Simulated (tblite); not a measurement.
Species: C9H13Al.
SMILES with atom numbers: `[CH3:1][C:2]#[C:3][AlH:4][C:5]#[C:6][CH2:7][CH:8]([CH3:9])[CH3:10]` (hydrogens: H11, H12, H13 on C1; H14 on Al4; H15, H16 on C7; H17 on C8; H18, H19, H20 on C9; H21, H22, H23 on C10)

Computed with GFN2-xTB (tblite), gas phase: L-BFGS steps from a force-field or distance-geometry start until the largest atomic force falls under 0.01 eV/Å.

Step 28: E = -730.5057 eV
```
atom  x, y, z in Å  |  force x, y, z in eV/Å
C1      5.5404    0.2821    1.0351   -0.016   0.008  -0.007
C2      4.5259    0.3564    0.0053    0.000  -0.005   0.020
C3      3.6724    0.4225   -0.8588   -0.028  -0.011  -0.025
Al4     2.2419    0.4213   -2.1692    0.012  -0.005   0.034
C5      0.3467    0.3736   -1.7648   -0.077  -0.007   0.003
C6     -0.8334    0.3008   -1.4725    0.007  -0.026   0.015
C7     -2.2344    0.1975   -1.1116   -0.020   0.006   0.018
C8     -2.4417   -0.4844    0.2541    0.020  -0.017  -0.018
C9     -3.9369   -0.6504    0.5212    0.031   0.010  -0.014
C10    -1.7728    0.3162    1.3698   -0.028  -0.006  -0.020
H11     5.0726    0.3325    2.0189    0.010   0.005   0.006
H12     6.0857   -0.6583    0.9524    0.021   0.008   0.002
H13     6.2404    1.1118    0.9330    0.011  -0.011   0.003
H14     2.6586    0.4305   -3.6573   -0.011   0.011  -0.007
H15    -2.6751    1.1994   -1.0815    0.021   0.014  -0.016
H16    -2.7552   -0.3785   -1.8854    0.025   0.032   0.023
H17    -1.9780   -1.4765    0.2107    0.007  -0.010   0.014
H18    -4.1031   -1.1285    1.4841    0.017  -0.010  -0.010
H19    -4.4014   -1.2610   -0.2508    0.001  -0.014   0.014
H20    -4.4335    0.3182    0.5327    0.013   0.018   0.010
H21    -2.2580    1.2842    1.4850    0.024   0.010  -0.018
H22    -1.8454   -0.2141    2.3181    0.002   0.004  -0.043
H23    -0.7202    0.4777    1.1414   -0.041  -0.004   0.017
```

Step 29: E = -730.5063 eV
```
atom  x, y, z in Å  |  force x, y, z in eV/Å
C1      5.5411    0.2825    1.0349   -0.008   0.004   0.000
C2      4.5276    0.3542    0.0049   -0.013   0.000   0.015
C3      3.6737    0.4199   -0.8587   -0.030  -0.009  -0.025
Al4     2.2418    0.4203   -2.1670   -0.015  -0.016   0.049
C5      0.3454    0.3657   -1.7628   -0.065   0.002  -0.001
C6     -0.8358    0.2996   -1.4732    0.005  -0.027   0.016
C7     -2.2372    0.1991   -1.1114   -0.003   0.010   0.002
C8     -2.4419   -0.4855    0.2533    0.024   0.003  -0.025
C9     -3.9366   -0.6517    0.5216    0.031   0.003  -0.012
C10    -1.7730    0.3170    1.3676   -0.020  -0.004  -0.016
H11     5.0740    0.3333    2.0184   -0.003   0.008   0.020
H12     6.0875   -0.6569    0.9543    0.032  -0.009  -0.003
H13     6.2399    1.1125    0.9324    0.023   0.003   0.000
H14     2.6580    0.4347   -3.6532   -0.007   0.013  -0.028
H15    -2.6756    1.2023   -1.0787    0.027   0.005  -0.012
H16    -2.7602   -0.3728   -1.8868    0.026   0.027   0.030
H17    -1.9756   -1.4768    0.2085   -0.008   0.003   0.016
H18    -4.1011   -1.1312    1.4838    0.012  -0.009   0.001
H19    -4.4014   -1.2626   -0.2498   -0.004  -0.013   0.006
H20    -4.4336    0.3169    0.5344    0.018   0.007   0.009
H21    -2.2552    1.2872    1.4790    0.019  -0.002  -0.015
H22    -1.8470   -0.2105    2.3173   -0.006   0.005  -0.038
H23    -0.7196    0.4758    1.1412   -0.037  -0.006   0.009
```

Step 30: E = -730.5068 eV
```
atom  x, y, z in Å  |  force x, y, z in eV/Å
C1      5.5417    0.2829    1.0347    0.005  -0.001   0.008
C2      4.5287    0.3521    0.0047   -0.025   0.005   0.008
C3      3.6746    0.4172   -0.8588   -0.019  -0.008  -0.009
Al4     2.2413    0.4190   -2.1641   -0.044  -0.024   0.042
C5      0.3434    0.3584   -1.7612   -0.028   0.010  -0.009
C6     -0.8383    0.2979   -1.4734   -0.001  -0.024   0.015
C7     -2.2397    0.2009   -1.1110    0.015   0.013  -0.011
C8     -2.4417   -0.4865    0.2521    0.015   0.019  -0.021
C9     -3.9357   -0.6529    0.5218    0.018  -0.007  -0.005
C10    -1.7736    0.3177    1.3653   -0.006   0.001  -0.009
H11     5.0753    0.3341    2.0183   -0.011   0.009   0.025
H12     6.0897   -0.6555    0.9560    0.033  -0.017  -0.007
H13     6.2398    1.1130    0.9318    0.026   0.012  -0.003
H14     2.6572    0.4388   -3.6499   -0.007   0.015  -0.033
H15    -2.6755    1.2051   -1.0764    0.028   0.002  -0.005
H16    -2.7644   -0.3671   -1.8877    0.017   0.014   0.024
H17    -1.9734   -1.4771    0.2068   -0.017   0.013   0.014
H18    -4.0989   -1.1338    1.4833    0.010  -0.005   0.010
H19    -4.4013   -1.2642   -0.2486   -0.006  -0.008  -0.001
H20    -4.4332    0.3159    0.5361    0.024  -0.005   0.008
H21    -2.2523    1.2901    1.4732    0.008  -0.008  -0.012
H22    -1.8486   -0.2072    2.3158   -0.017   0.000  -0.024
H23    -0.7199    0.4740    1.1412   -0.017  -0.005  -0.003
```

Step 31: E = -730.5072 eV
```
atom  x, y, z in Å  |  force x, y, z in eV/Å
C1      5.5424    0.2832    1.0347    0.016  -0.004   0.013
C2      4.5291    0.3504    0.0047   -0.027   0.007   0.005
C3      3.6751    0.4149   -0.8591   -0.005  -0.009   0.012
Al4     2.2400    0.4173   -2.1611   -0.055  -0.026   0.015
C5      0.3413    0.3526   -1.7601    0.010   0.015  -0.016
C6     -0.8405    0.2961   -1.4733   -0.006  -0.017   0.012
C7     -2.2415    0.2025   -1.1109    0.022   0.012  -0.014
C8     -2.4414   -0.4869    0.2507   -0.001   0.024  -0.010
C9     -3.9347   -0.6540    0.5219    0.001  -0.014   0.002
C10    -1.7743    0.3183    1.3631    0.007   0.006  -0.003
H11     5.0762    0.3350    2.0186   -0.010   0.009   0.018
H12     6.0922   -0.6545    0.9573    0.024  -0.013  -0.008
H13     6.2403    1.1136    0.9313    0.020   0.012  -0.005
H14     2.6565    0.4426   -3.6477   -0.012   0.015  -0.022
H15    -2.6749    1.2076   -1.0745    0.025   0.007   0.001
H16    -2.7675   -0.3621   -1.8880    0.003  -0.002   0.010
H17    -1.9719   -1.4771    0.2056   -0.019   0.016   0.009
H18    -4.0969   -1.1361    1.4831    0.011  -0.001   0.012
H19    -4.4013   -1.2658   -0.2477   -0.005  -0.002  -0.006
H20    -4.4325    0.3149    0.5378    0.026  -0.015   0.006
H21    -2.2496    1.2924    1.4681   -0.006  -0.008  -0.009
H22    -1.8502   -0.2044    2.3142   -0.027  -0.005  -0.008
H23    -0.7204    0.4723    1.1411    0.006  -0.004  -0.014
```

**Question.** Estimate the geometry and energy of step 32. (The exact step hangs on the optimiser's Hessian estimate; all steps are aligned on step 31, rigid shifts and turns removed.)

**Answer.** E = -730.5076 eV, largest force 0.047 eV/Å
```
atom  x, y, z in Å  |  force x, y, z in eV/Å
C1      5.5431    0.2834    1.0350    0.018  -0.005   0.012
C2      4.5292    0.3493    0.0050   -0.021   0.006   0.007
C3      3.6753    0.4129   -0.8591    0.003  -0.012   0.029
Al4     2.2381    0.4153   -2.1583   -0.039  -0.022  -0.015
C5      0.3396    0.3482   -1.7595    0.030   0.015  -0.018
C6     -0.8422    0.2944   -1.4732   -0.005  -0.010   0.007
C7     -2.2426    0.2040   -1.1110    0.016   0.007  -0.008
C8     -2.4413   -0.4867    0.2495   -0.014   0.018   0.003
C9     -3.9339   -0.6552    0.5219   -0.010  -0.016   0.007
C10    -1.7747    0.3189    1.3614    0.013   0.008   0.000
H11     5.0766    0.3359    2.0191   -0.002   0.006   0.006
H12     6.0947   -0.6540    0.9582    0.011  -0.002  -0.007
H13     6.2411    1.1142    0.9308    0.008   0.005  -0.004
H14     2.6556    0.4461   -3.6462   -0.019   0.013  -0.005
H15    -2.6739    1.2097   -1.0730    0.022   0.014   0.003
H16    -2.7700   -0.3581   -1.8881   -0.008  -0.013  -0.003
H17    -1.9712   -1.4765    0.2048   -0.016   0.014   0.002
H18    -4.0952   -1.1380    1.4831    0.014   0.001   0.010
H19    -4.4014   -1.2672   -0.2470   -0.003   0.002  -0.007
H20    -4.4317    0.3136    0.5393    0.022  -0.016   0.004
H21    -2.2474    1.2941    1.4640   -0.015  -0.003  -0.006
H22    -1.8519   -0.2022    2.3128   -0.031  -0.009   0.003
H23    -0.7206    0.4708    1.1407    0.023  -0.003  -0.018
```

The energy changes by -0.0003 eV. The first-order estimate −F·Δx gives -0.0005 eV and the mean of the old and new forces, exact on a quadratic surface, -0.0003 eV. The step makes an angle of 73° with the force vector and moves no atom by more than 0.005 Å.

The cost below is that of the whole relaxation. The run took 1.1 s of wall time on one thread, Arm Neoverse N1 (aarch64), shared host with 64 logical CPUs at a one-minute load of 58.
